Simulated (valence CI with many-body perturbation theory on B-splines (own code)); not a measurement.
# Level structure of Cs XXIII

Computed by configuration interaction combined with many-body perturbation theory (CI+MBPT): five valence electrons over a frozen Dirac-Fock core [Ar] 3d10, radial functions for each j: 11 s, 11 p, 10 d, 8 f, 5 g, 2 h, with the one-electron correlation potential Σ1 (screened to all orders), the two-electron term Σ2, the three-electron term Σ3, Breit, model QED; selected single and double excitations, second order for the rest, scaled by the run's own slope (own B-spline code, finite nucleus).

No measured spectrum was set against this ion. As an estimate, levels hold to about 250 cm⁻¹ or 0.2 % of their energy and the worst to 1 %, as in measured heavy ions of charge 2 to 7; those with d or f electrons hold less well. Among the levels kept, up to 2100 cm⁻¹ of a level comes from second order outside the variational space, and about a tenth of that is noise between levels of different J, which matters for small intervals.

Levels 1 to 45 of 167, with energies above the lowest level, (4s^2 4p1/2^2 4p3/2) J=3/2. "Leading %" is the weight of the configuration and term that name the level; weights of strongly mixed levels are sums over their largest components and can fall short. In the jj column 3d3/2^4 stands for four electrons in 3d with j = 3/2.

```
No.  Configuration  Term    J  E (cm⁻¹)  Leading %      g                     Leading jj
  1         4s²4p³   ⁴S°  3/2         0         39  1.482      4s^2 4p1/2^2 4p3/2 (95 %)
  2         4s²4p³   ²D°  3/2    121420         49  1.381      4s^2 4p1/2 4p3/2^2 (95 %)
  3         4s²4p³   ²D°  5/2    147600         98  1.198      4s^2 4p1/2 4p3/2^2 (98 %)
  4         4s²4p³   ²P°  1/2    181910         98  0.663      4s^2 4p1/2 4p3/2^2 (98 %)
  5         4s²4p³   ²P°  3/2    305340         57  1.268            4s^2 4p3/2^3 (96 %)
  6          4s4p⁴    ⁴P  5/2    541100         78  1.533      4s 4p1/2^2 4p3/2^2 (89 %)
  7          4s4p⁴    ⁴P  3/2    605190         44  1.353      4s 4p1/2^2 4p3/2^2 (66 %)
  8          4s4p⁴    ⁴P  1/2    611290         55  2.369      4s 4p1/2^2 4p3/2^2 (78 %)
  9          4s4p⁴    ⁴P  3/2    688210         46  1.284        4s 4p1/2 4p3/2^3 (70 %)
 10          4s4p⁴    ²D  5/2    724140         69  1.261        4s 4p1/2 4p3/2^3 (82 %)
 11       4s²4p²4d    ⁴F  3/2    726000         41  0.741      4s^2 4p1/2^2 4d3/2 (72 %)
 12       4s²4p²4d    ⁴F  5/2    765220         34  1.174      4s^2 4p1/2^2 4d5/2 (78 %)
 13          4s4p⁴    ²P  1/2    766150         38  1.417        4s 4p1/2 4p3/2^3 (59 %)
 14          4s4p⁴    ²P  3/2    777730         44  1.118        4s 4p1/2 4p3/2^3 (56 %)
 15       4s²4p²4d    ²F  5/2    831050         57  0.942  4s^2 4p1/2 4p3/2 4d3/2 (90 %)
 16       4s²4p²4d    ⁴D  1/2    841690         79  0.277  4s^2 4p1/2 4p3/2 4d3/2 (83 %)
 17       4s²4p²4d    ⁴F  7/2    849680         55  1.130  4s^2 4p1/2 4p3/2 4d3/2 (72 %)
 18       4s²4p²4d    ⁴D  3/2    854570         44  1.032  4s^2 4p1/2 4p3/2 4d3/2 (66 %)
 19       4s²4p²4d    ⁴D  7/2    858760         50  1.299  4s^2 4p1/2 4p3/2 4d5/2 (88 %)
 20       4s²4p²4d    ⁴F  9/2    883990         55  1.233  4s^2 4p1/2 4p3/2 4d5/2 (93 %)
 21       4s²4p²4d    ²F  5/2    895360         27  1.198  4s^2 4p1/2 4p3/2 4d5/2 (75 %)
 22       4s²4p²4d    ²P  3/2    905460         35  1.191  4s^2 4p1/2 4p3/2 4d5/2 (62 %)
 23          4s4p⁴    ²P  1/2    914840         31  1.320              4s 4p3/2^4 (60 %)
 24       4s²4p²4d    ⁴P  5/2    932410         41  1.384  4s^2 4p1/2 4p3/2 4d3/2 (41 %)
 25       4s²4p²4d    ²G  7/2    936730         54  1.047  4s^2 4p1/2 4p3/2 4d5/2 (60 %)
 26       4s²4p²4d    ⁴P  3/2    939710         45  1.465  4s^2 4p1/2 4p3/2 4d3/2 (58 %)
 27       4s²4p²4d    ⁴P  1/2    940440         43  2.032  4s^2 4p1/2 4p3/2 4d3/2 (83 %)
 28       4s²4p²4d    ²D  3/2    969330         74  0.870  4s^2 4p1/2 4p3/2 4d5/2 (66 %)
 29       4s²4p²4d    ²D  5/2    981080         59  1.102  4s^2 4p1/2 4p3/2 4d5/2 (53 %)
 30       4s²4p²4d    ²P  1/2    997110         58  0.974  4s^2 4p1/2 4p3/2 4d5/2 (67 %)
 31       4s²4p²4d    ²F  7/2   1012800         49  1.241      4s^2 4p3/2^2 4d5/2 (96 %)
 32       4s²4p²4d    ²G  9/2   1024200         54  1.209      4s^2 4p3/2^2 4d5/2 (93 %)
 33       4s²4p²4d    ²P  1/2   1038600         65  1.053      4s^2 4p3/2^2 4d3/2 (56 %)
 34       4s²4p²4d    ²D  3/2   1050700         48  1.114      4s^2 4p3/2^2 4d3/2 (81 %)
 35       4s²4p²4d    ²D  5/2   1056800         38  1.199      4s^2 4p3/2^2 4d3/2 (64 %)
 36       4s²4p²4d    ²F  7/2   1086500         82  1.117      4s^2 4p3/2^2 4d3/2 (73 %)
 37       4s²4p²4d    ²D  5/2   1091600         84  1.205      4s^2 4p3/2^2 4d5/2 (94 %)
 38       4s²4p²4d    ²P  3/2   1105300         46  1.106      4s^2 4p3/2^2 4d3/2 (51 %)
 39       4s²4p²4d    ²S  1/2   1114300         42  1.884      4s^2 4p3/2^2 4d5/2 (45 %)
 40       4s²4p²4d    ²D  3/2   1146300         69  0.975      4s^2 4p3/2^2 4d5/2 (60 %)
 41       4s²4p²4d    ²D  5/2   1162800         55  1.104      4s^2 4p3/2^2 4d5/2 (78 %)
 42            4p⁵   ²P°  3/2   1197300         70  1.335         4p1/2^2 4p3/2^3 (70 %)
 43        4s4p³4d   ⁶D°  1/2   1226700         70  3.011  4s 4p1/2^2 4p3/2 4d3/2 (71 %)
 44        4s4p³4d   ⁶D°  5/2   1227900         57  1.468  4s 4p1/2^2 4p3/2 4d3/2 (71 %)
 45        4s4p³4d   ⁶D°  3/2   1230300         66  1.652  4s 4p1/2^2 4p3/2 4d3/2 (65 %)
```

The ionisation energy to 4s²4p² ³P0 of the next ion comes out as 701.95 eV (NIST: 700 ± 4 eV (theoretical)). All 167 levels together are meant to be complete up to 1865900 cm⁻¹.
